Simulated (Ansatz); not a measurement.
Ansatz (a first-principles code) input (B3LYP-D3(BJ)/def2-TZVP):

Ansatz 0.2 input:
```yaml
crystal:
  periodic: [false, false, false]
  atoms:
    - {symbol: C, position_ang: [-1.86142834, 0.20872213, 0.23340958]}
    - {symbol: C, position_ang: [-1.54000263, -1.14728173, 0.26195742]}
    - {symbol: O, position_ang: [-0.25881117, -1.34649559, 0.10057122]}
    - {symbol: C, position_ang: [0.33590878, -0.12341468, -0.04351248]}
    - {symbol: C, position_ang: [-0.66657097, 0.87522396, 0.03807969]}
    - {symbol: C, position_ang: [1.70331675, -0.05259427, -0.23036137]}
    - {symbol: O, position_ang: [2.30950174, 1.07248378, -0.37108491]}
    - {symbol: H, position_ang: [-2.83960185, 0.63328147, 0.34184438]}
    - {symbol: H, position_ang: [-2.17424238, -2.00870181, 0.39208189]}
    - {symbol: H, position_ang: [-0.49861300, 1.93191258, -0.04005421]}
    - {symbol: H, position_ang: [2.24824781, -0.99711829, -0.25368985]}
    - {symbol: H, position_ang: [3.27422354, 1.02428690, -0.49770962]}
basis:
  gaussian:
    orbitals: def2-TZVP
hamiltonian:
  xc: b3lyp
  dispersion: d3bj
total_charge: 1
relax: {f_tol: 0.002, max_steps: 150}
```

Output:

```
Functional definition: B3LYP
integrals: 0.18 GiB planned
1422 factors; their error is unknown
0.34 GiB of the device are held for the grids
1.43 GiB of device memory are held for the factors and their scratch space
mean field: 1.39 GiB planned
mean field evaluation 1: about -9342.2308 eV, gradient 8.3e1 eV
mean field evaluation 2: about -9334.8921 eV, gradient 1.0e2 eV
mean field evaluation 4: about -9355.8967 eV, gradient 5.7e0 eV
mean field evaluation 8: about -9355.9589 eV, gradient 2.1e-1 eV
mean field evaluation 16: about -9355.9487 eV, gradient 4.2e-4 eV
mean field -9355.94868219 eV, -343.8247723806 hartree, gradient 1.1e-5 eV, S^2 0.000000; 0 other end points of the search recorded, 0 dependent functions left out
the calculation of the forces begins
reference -9355.94894360 eV, -343.8247819872 hartree; 25, 25 occupied and 222, 222 virtual orbitals, 1422 factors
relax step   1: F+E_penalty+E_count = -9356.39616086 eV  Δ(F+E_penalty+E_count) = +0.000e0 eV  max|allowed force component| = 1.351e0 eV/Å  Δτ_max = 0.0000 Å  (35 SCF iters, accepted)
these checks for a lower state are left out or cut short: starts, cluster_reference, orbital_swaps, neighbouring_geometries, increment
integrals: 0.18 GiB planned
1422 factors; their error is unknown
0.34 GiB of the device are held for the grids
1.43 GiB of device memory are held for the factors and their scratch space
mean field: 1.39 GiB planned
mean field -9355.97797736 eV, -343.8258489583 hartree, gradient 9.1e-6 eV, S^2 0.000000; 0 other end points of the search recorded, 0 dependent functions left out
the calculation of the forces begins
reference -9355.97823892 eV, -343.8258585704 hartree; 25, 25 occupied and 222, 222 virtual orbitals, 1422 factors
relax step   2: F+E_penalty+E_count = -9356.42630201 eV  Δ(F+E_penalty+E_count) = -3.014e-2 eV  max|allowed force component| = 7.394e-1 eV/Å  Δτ_max = 0.0162 Å  (36 SCF iters, accepted)
these checks for a lower state are left out or cut short: starts, cluster_reference, orbital_swaps, neighbouring_geometries, increment
integrals: 0.18 GiB planned
1422 factors; their error is unknown
0.34 GiB of the device are held for the grids
1.43 GiB of device memory are held for the factors and their scratch space
mean field: 1.40 GiB planned
mean field evaluation 32: about -9356.0041 eV, gradient 1.0e-2 eV
mean field -9355.99025035 eV, -343.8262999825 hartree, gradient 9.1e-6 eV, S^2 0.000000; 0 other end points of the search recorded, 0 dependent functions left out
the calculation of the forces begins
reference -9355.99051221 eV, -343.8263096057 hartree; 25, 25 occupied and 222, 222 virtual orbitals, 1422 factors
relax step   3: F+E_penalty+E_count = -9356.43904911 eV  Δ(F+E_penalty+E_count) = -1.275e-2 eV  max|allowed force component| = 7.497e-2 eV/Å  Δτ_max = 0.0237 Å  (35 SCF iters, accepted)
these checks for a lower state are left out or cut short: starts, cluster_reference, orbital_swaps, neighbouring_geometries, increment
integrals: 0.18 GiB planned
1422 factors; their error is unknown
0.34 GiB of the device are held for the grids
1.43 GiB of device memory are held for the factors and their scratch space
mean field: 1.39 GiB planned
mean field -9355.99029178 eV, -343.8263015051 hartree, gradient 9.1e-6 eV, S^2 0.000000; 0 other end points of the search recorded, 0 dependent functions left out
the calculation of the forces begins
reference -9355.99055365 eV, -343.8263111284 hartree; 25, 25 occupied and 222, 222 virtual orbitals, 1422 factors
relax step   4: F+E_penalty+E_count = -9356.43921513 eV  Δ(F+E_penalty+E_count) = -1.660e-4 eV  max|allowed force component| = 5.385e-2 eV/Å  Δτ_max = 0.0079 Å  (37 SCF iters, accepted)
these checks for a lower state are left out or cut short: starts, cluster_reference, orbital_swaps, neighbouring_geometries, increment
integrals: 0.18 GiB planned
1422 factors; their error is unknown
0.34 GiB of the device are held for the grids
1.43 GiB of device memory are held for the factors and their scratch space
mean field: 1.39 GiB planned
mean field -9355.99048234 eV, -343.8263085079 hartree, gradient 9.1e-6 eV, S^2 0.000000; 0 other end points of the search recorded, 0 dependent functions left out
the calculation of the forces begins
reference -9355.99074425 eV, -343.8263181328 hartree; 25, 25 occupied and 222, 222 virtual orbitals, 1422 factors
relax step   5: F+E_penalty+E_count = -9356.43935283 eV  Δ(F+E_penalty+E_count) = -1.377e-4 eV  max|allowed force component| = 1.242e-2 eV/Å  Δτ_max = 0.0031 Å  (37 SCF iters, accepted)
these checks for a lower state are left out or cut short: starts, cluster_reference, orbital_swaps, neighbouring_geometries, increment
integrals: 0.18 GiB planned
1422 factors; their error is unknown
0.34 GiB of the device are held for the grids
1.43 GiB of device memory are held for the factors and their scratch space
mean field: 1.39 GiB planned
mean field -9355.99052999 eV, -343.8263102589 hartree, gradient 9.1e-6 eV, S^2 0.000000; 0 other end points of the search recorded, 0 dependent functions left out
the calculation of the forces begins
reference -9355.99079191 eV, -343.8263198844 hartree; 25, 25 occupied and 222, 222 virtual orbitals, 1422 factors
relax step   6: F+E_penalty+E_count = -9356.43935966 eV  Δ(F+E_penalty+E_count) = -6.833e-6 eV  max|allowed force component| = 4.846e-3 eV/Å  Δτ_max = 0.0011 Å  (36 SCF iters, accepted)
these checks for a lower state are left out or cut short: starts, cluster_reference, orbital_swaps, neighbouring_geometries, increment
integrals: 0.18 GiB planned
1422 factors; their error is unknown
0.34 GiB of the device are held for the grids
1.43 GiB of device memory are held for the factors and their scratch space
mean field: 1.39 GiB planned
mean field evaluation 64: about -9355.9905 eV, gradient 8.9e-6 eV
mean field -9355.99052124 eV, -343.8263099375 hartree, gradient 9.1e-6 eV, S^2 0.000000; 0 other end points of the search recorded, 0 dependent functions left out
the calculation of the forces begins
reference -9355.99078317 eV, -343.8263195631 hartree; 25, 25 occupied and 222, 222 virtual orbitals, 1422 factors
relax step   7: F+E_penalty+E_count = -9356.43936025 eV  Δ(F+E_penalty+E_count) = -5.905e-7 eV  max|allowed force component| = 5.108e-4 eV/Å  Δτ_max = 0.0003 Å  (36 SCF iters, accepted)
integrals: 0.18 GiB planned
1422 factors; their error is unknown
0.34 GiB of the device are held for the grids
1.43 GiB of device memory are held for the factors and their scratch space
mean field: 1.39 GiB planned
mean field -9355.99052124 eV, -343.8263099375 hartree, gradient 9.1e-6 eV, S^2 0.000000; 1 other end points of the search recorded, 0 dependent functions left out
the calculation of the forces begins
reference -9355.99078317 eV, -343.8263195631 hartree; 25, 25 occupied and 222, 222 virtual orbitals, 1422 factors
Total energy: -9356.43962218 eV, -343.8428140925 hartree
Atom 0 at    -1.863582     0.208213     0.233634 Å, force    -0.000085     0.000363    -0.000011 eV/Å
Atom 1 at    -1.542514    -1.141924     0.261818 Å, force     0.000310     0.000097    -0.000053 eV/Å
Atom 2 at    -0.244854    -1.340840     0.098446 Å, force     0.000090    -0.000511     0.000122 eV/Å
Atom 3 at     0.335828    -0.092470    -0.045171 Å, force     0.000226     0.000065     0.000044 eV/Å
Atom 4 at    -0.667216     0.884104     0.037733 Å, force    -0.000464     0.000170    -0.000016 eV/Å
Atom 5 at     1.693271    -0.060188    -0.228716 Å, force    -0.000415    -0.000114     0.000094 eV/Å
Atom 6 at     2.310496     1.074609    -0.371273 Å, force     0.000146     0.000032    -0.000004 eV/Å
Atom 7 at    -2.849299     0.627709     0.343543 Å, force     0.000192     0.000260     0.000068 eV/Å
Atom 8 at    -2.150602    -2.024150     0.389844 Å, force     0.000016    -0.000168    -0.000097 eV/Å
Atom 9 at    -0.512914     1.948496    -0.039016 Å, force    -0.000024    -0.000325    -0.000076 eV/Å
Atom 10 at     2.255075    -0.990265    -0.254889 Å, force     0.000048     0.000094    -0.000093 eV/Å
Atom 11 at     3.268240     0.977008    -0.494420 Å, force    -0.000041     0.000037     0.000021 eV/Å
Dipole moment:     0.365825     0.004269    -0.049207 e Å
```

It need not be the lowest isomer of its formula.
